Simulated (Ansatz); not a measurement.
`O[SiH](F)[TeH]` + H₂ → H₂Te + `O[SiH2]F` at 500 K and 1 bar (hydrogenolysis of a Te–Si bond).

Calculated with Ansatz (gas phase, PBE0-D4/def2-TZVP geometries, no zero-point term in ΔE). CCSD(T)/CBS is the MP2 limit (def2-TZVPP, def2-QZVPP) plus CCSD(T) − MP2 in def2-TZVPP, frozen cores. This one scheme is used for every species. def2 core potentials past Kr. For Te outer-core shells are correlated without core-valence functions, which leaves a few kJ/mol of doubt a bond. One conformer a species, not always the lowest.

| species | CCSD(T)/CBS energy (Eh) | H − E (kJ/mol) | S (J/(mol·K)) |
| --- | --- | --- | --- |
| `O[SiH](F)[TeH]` | -733.71271 | 128.3 | 399.1 |
| H₂ | -1.17544 | 41.0 | 145.5 |
| H₂Te | -268.91024 | 48.9 | 247.6 |
| `O[SiH2]F` | -465.96250 | 118.8 | 315.1 |

H − E and S are ideal-gas, rigid-rotor, harmonic terms from PBE0-D4/def2-TZVP, for one conformer and one mirror image of each species. The MP2-based limit puts H₂ 0.8 mEh under its directly extrapolated value; such offsets cancel only in part. 1 Eh = 2625.50 kJ/mol, R = 8.31446 J/(mol·K).

By hand: ΔE, ΔH, ΔS and ΔG.

ΔE = (-268.91024) + (-465.96250) − (-733.71271) − (-1.17544) = 0.01541 Eh = 40.5 kJ/mol. Δ(H − E) = 48.9 + 118.8 − 128.3 − 41.0 = -1.6, so ΔH = 38.9 kJ/mol. ΔS = 247.6 + 315.1 − 399.1 − 145.5 = 18.1 J/(mol·K). ΔG = 38.9 − 500 × (18.1)/1000 = 29.8 kJ/mol.

By hand: the equilibrium constant, and the temperature at which ΔG would vanish if ΔH and ΔS stayed fixed.

log₁₀ K = −ΔG/(RT ln 10) = -3.1. ΔG = 0 at ΔH/ΔS = 2149 K, though so small a ΔS makes that figure unsure.

ΔH outweighs TΔS. A doubt of 5 kJ/mol in ΔE shifts log₁₀ K by 0.5 here. Other conformers and mirror images would add mixing entropy, several J/(mol·K) or more a flexible species. These are equilibria of isolated gas molecules and say nothing of rates. Largest T1 diagnostic: 0.012 (customary marks: 0.02 for closed shells, 0.045 for open ones).
